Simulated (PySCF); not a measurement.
**Fe⁺ (iron, charge +1) across methods**

[Ar] 3d6 4p1, one real determinant (an excited configuration). All numbers are calculated (PySCF 2.14, no relativity, point nucleus, in dyall-av2z (16s12p7d2f, 101 functions)).

```
 method  E (hartree)  mean ε 3d α (eV)  mean ε 3d β (eV)  mean ε 4p α (eV)  Σ⟨r²⟩ (bohr²)   ⟨S²⟩
 revPBE    -1263.113           -18.780           -15.397            -8.859          29.34  8.751
 PBEsol    -1261.798           -18.863           -15.288            -8.849          29.18  8.751
    UHF  -1262.04016           -28.449           -22.903           -10.760          30.24  8.754
    PBE    -1262.966           -18.853           -15.447            -8.879          29.31  8.751
r2SCAN0    -1263.174           -21.721           -17.607            -9.492          29.20  8.753
 r2SCAN    -1263.191           -19.259           -15.489            -8.962          29.08  8.752
    M06    -1263.143           -21.352           -16.871            -9.198          29.21  8.755
   PBE0    -1263.001           -21.382           -17.538            -9.447          29.36  8.752
    LDA    -1260.731           -19.113           -15.438            -8.925          29.09  8.751
```

⟨L²⟩ = 8.01 against 12 for a pure F term, so this real determinant mixes terms.
